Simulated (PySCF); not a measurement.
Unknown compound

Molecular formula: C₆H₄ClF. Simulated spectra:

1H NMR (500 MHz, computed): δ 7.58 (m, 1H), 7.37 (m, 1H), 7.36 (d, 1H), 7.20 (m, 1H).

13C{1H} NMR (computed): δ 173.0 (C), 147.4 (C), 136.0 (CH), 130.2 (CH), 122.8 (CH), 119.3 (CH).

- GIAO PBE0/pcSseg-1 shieldings
- coordinates at the GFN2-xTB level
- program: PySCF 2.14.0 with density-fitted response routines
- no relativistic terms, one conformer, isolated molecule

Scale: 1H (31.72 ppm) and 13C (186.93 ppm) against TMS (reference shieldings calculated alike).

Q: Propose a structure and justify it.

A: 
- Rings plus π bonds: 4 (1 ring in the answer).
- 6 carbon signals for 6 carbons: no two carbons are equivalent.
- Carbon types of the structure: 2 × C, 4 × CH, which accounts for all hydrogens.
- δC 173.0: aromatic carbon bearing fluorine; σ withdrawal by the attached heteroatom moves it downfield of the ring CH carbons.
- δC 147.4: aromatic carbon bearing chlorine.
- δC 136.0, 130.2, 122.8, 119.3: aromatic CH.
- δH 7.58, 7.37, 7.36, 7.20: hydrogen on an aromatic CH; it sits in the deshielding region of the aromatic ring current.

The compound is `Fc1cccc(Cl)c1`.

This is the structure that produced the data.

Carbons that carry Cl, above all several Cl atoms, come out too deshielded, partly because spin–orbit coupling is missing. Splittings by 19F in the carbon and heteronuclear signals aren't shown, as no couplings were computed. Shifts are as computed. Against solution values, carbons near 30 ppm lie about +3 ppm off and those near 130 ppm about +5 ppm; carbons on Cl a further +6 ppm. Of 1211 compounds with measured shifts, 218 miss one by over three times the rms of a fit or turn the order of signals round; such compounds aren't used in these exercises. No couplings were computed; multiplicities are counted from neighbouring protons, with m where these are inequivalent, close in shift, in a saturated or five-membered ring or joined by F or P, and br s for small geminal =CH2 splittings.
